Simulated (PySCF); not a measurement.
# An excited-state table with gaps

(Cl)3Si-NH-SiH3.
Structure used (PBE0-D3(BJ)/def2-SVP), in Å, numbered top down from 1:
```xyz
10
Cl3H4NSi2 angstrom
Si    -0.9420   -0.9398   -0.6855
Cl    -2.3065   -0.2706    0.6858
Cl    -1.5758   -0.3734   -2.5496
Cl    -0.8839   -2.9852   -0.6708
N      0.5622   -0.2719   -0.2610
Si     0.8856    1.0704    0.8311
H      1.3744   -0.6679   -0.7275
H     -0.0081    2.2243    0.5278
H      0.7108    0.6863    2.2617
H      2.3081    1.4510    0.5925
```

Computed with TDDFT CAM-B3LYP/def2-SVPD, vertical, gas phase, core orbitals frozen in the response (PySCF).

Orbital energies (eV): HOMO-3 -11.01, HOMO-2 -10.98, HOMO-1 -10.65, HOMO -9.68, LUMO 0.37, LUMO+1 0.98, LUMO+2 1.08.

Lowest singlets, with some entries withheld (?).

```json
{"state": "S1", "λ (nm)": "?", "f": "?", "main configurations (H = HOMO, L = LUMO)": "?"}
{"state": "S2", "λ (nm)": "?", "f": "?", "main configurations (H = HOMO, L = LUMO)": "?"}
{"state": "S3", "λ (nm)": "163.0", "f": "0.013", "main configurations (H = HOMO, L = LUMO)": "H→L+2 (68%)"}
{"state": "S4", "λ (nm)": "160.1", "f": "0.0018", "main configurations (H = HOMO, L = LUMO)": "H-1→L (60%), H-1→L+1 (28%)"}
{"state": "S5", "λ (nm)": "152.8", "f": "0.034", "main configurations (H = HOMO, L = LUMO)": "H-2→L (38%), H→L+3 (13%), H-2→L+1 (9%)"}
{"state": "S6", "λ (nm)": "151.9", "f": "0.0020", "main configurations (H = HOMO, L = LUMO)": "H→L+5 (25%), H→L+6 (18%), H-3→L (17%)"}
{"state": "S7", "λ (nm)": "150.9", "f": "0.117", "main configurations (H = HOMO, L = LUMO)": "H→L+4 (29%), H-2→L (17%), H→L+7 (15%)"}
{"state": "S8", "λ (nm)": "149.9", "f": "0.043", "main configurations (H = HOMO, L = LUMO)": "H→L+3 (31%), H-3→L (19%), H→L+4 (15%)"}
{"state": "S9", "λ (nm)": "147.7", "f": "0.059", "main configurations (H = HOMO, L = LUMO)": "H-3→L (19%), H-3→L+1 (16%), H→L+5 (10%)"}
{"state": "S10", "λ (nm)": "145.1", "f": "0.030", "main configurations (H = HOMO, L = LUMO)": "H-4→L (22%), H-1→L+2 (10%), H-6→L (9%)"}
```

(1) What stands in place of each question mark?

(2) What is the mean static polarisability from the same response equations?

(3) Where do the lowest triplets lie (Tamm–Dancoff)?

(4) How far apart are S1 and S10, in eV and cm⁻¹?

## Answers

(1) 
- S1: λ = 180.1 nm; f = 0.0076; H→L (79%), H→L+1 (11%)
- S2: λ = 168.2 nm; f = 0.0003; H→L+1 (72%)

(2) 96.5 au (14.30 Å³), with principal values 91.0, 93.1 and 105.4 au.

(3) T1 6.49 eV, H→L (71%), H→L+1 (11%); T2 7.14 eV, H→L+1 (60%), H-3→L (9%); T3 7.30 eV, H-1→L (49%), H-1→L+1 (28%); T4 7.45 eV, H→L+2 (70%). E(S1) − E(T1) = +0.39 eV.

(4) 8.546 − 6.886 = 1.660 eV, or about 13390 cm⁻¹.

Hardware: Arm Neoverse V1, one thread, on a shared host. Cost: 47 s wall (grids of density and orbitals included), 0.84 GiB resident at most.
